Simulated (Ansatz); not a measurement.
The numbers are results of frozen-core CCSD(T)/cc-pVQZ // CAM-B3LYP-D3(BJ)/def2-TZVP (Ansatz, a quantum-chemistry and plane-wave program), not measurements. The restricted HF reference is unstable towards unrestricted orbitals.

Ansatz 0.2 input:
```yaml
crystal:
  periodic: [false, false, false]
  atoms:
    - { symbol: B, position_ang: [1.663888, 0.008983, 0.080019] }
    - { symbol: B, position_ang: [0.168348, 0.000966, -0.036668] }
    - { symbol: N, position_ang: [-1.18627, -0.006445, -0.142265] }
    - { symbol: H, position_ang: [2.831293, 0.015428, 0.171118] }
    - { symbol: H, position_ang: [-1.756693, -0.80177, 0.101932] }
    - { symbol: H, position_ang: [-1.720566, 0.782837, -0.472596] }
basis:
  gaussian: { orbitals: cc-pVQZ }
correlation:
  method: ccsd_t
```

Output:

```
Functional definition: HF
1512 factors; integrals over basis functions are off by at most 1.0e-3 eV
mean field evaluation 1: about -2869.0905 eV, gradient 3.0e1 eV
mean field evaluation 2: about -2869.0911 eV, gradient 3.0e1 eV
mean field evaluation 4: about -2871.2939 eV, gradient 3.3e0 eV
mean field evaluation 8: about -2871.3304 eV, gradient 1.2e-4 eV
mean field evaluation 16: about -2871.3292 eV, gradient 5.4e-1 eV
mean field evaluation 32: about -2871.0923 eV, gradient 7.6e0 eV
mean field evaluation 64: about -2870.0939 eV, gradient 4.4e-2 eV
mean field -2871.33035307 eV, -105.5194442178 hartree, gradient 1.3e-6 eV, S^2 0.000000; 4 other end points of the search recorded, 0 dependent functions left out; unrestricted orbitals would lower it
determinant -2871.33035307 eV, -105.5194442178 hartree, with singles and doubles -2883.61381152 eV, -105.9708529896 hartree
determinant -2870.09387057 eV, -105.4740043239 hartree, with singles and doubles -2882.22586998 eV, -105.9198470788 hartree
3 core orbitals not correlated
reference -2871.33035307 eV, -105.5194442178 hartree; 7, 7 occupied and 245, 245 virtual orbitals, 1512 factors
second order -11.27012479 eV of doubles, -0.00000000 eV of singles
cycle   1  -11.92379800 eV  change    -1.2e0 eV  update   2.8e-2
cycle   2  -11.97169011 eV  change   -4.8e-2 eV  update   5.7e-3
cycle   3  -11.96831745 eV  change    3.4e-3 eV  update   2.5e-3
cycle   4  -11.96831751 eV  change   -6.0e-8 eV  update   8.6e-4
cycle   5  -11.96850174 eV  change   -1.8e-4 eV  update   4.5e-4
cycle   6  -11.96864578 eV  change   -1.4e-4 eV  update   2.0e-4
cycle   7  -11.96880499 eV  change   -1.6e-4 eV  update   1.0e-4
cycle   8  -11.96887208 eV  change   -6.7e-5 eV  update   5.1e-5
cycle   9  -11.96886052 eV  change    1.2e-5 eV  update   2.7e-5
cycle  10  -11.96885515 eV  change    5.4e-6 eV  update   1.1e-5
perturbative correction -0.53091661 eV, -0.0195108256 hartree
Total energy: -2883.83012484 eV, -105.9788023575 hartree
```

Cost: about 5 core-minutes (a rough figure).
